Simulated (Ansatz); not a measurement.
Ansatz (a quantum-chemistry and plane-wave program) input:

Ansatz 0.2 input:
```yaml
crystal:
  periodic: [false, false, false]
  atoms:
    - {symbol: C, position_ang: [0.01325484, -0.00600147, -0.50832268]}
    - {symbol: Cl, position_ang: [1.49598904, 0.03184178, 0.22249212]}
    - {symbol: Cl, position_ang: [-1.47996742, -0.01178589, 0.20201116]}
basis:
  gaussian:
    orbitals: def2-TZVP
hamiltonian:
  xc: b3lyp
  dispersion: d3bj
magnetization: {spin_polarized: true, initial_magnetization: 2}
relax: {f_tol: 0.002, max_steps: 150}
```

**Question.** Which total energy does the run end on?

**Answer.** -958.44369 Eh (B3LYP-D3(BJ)/def2-TZVP). The basis has 105 functions.

This is an excited triplet: at this geometry the singlet lies 0.44 eV lower at RI-MP2/CBS(aug-cc-pV(T+d)Z,aug-cc-pV(Q+d)Z)+[CCSD(T)-MP2]/aug-cc-pV(T+d)Z.
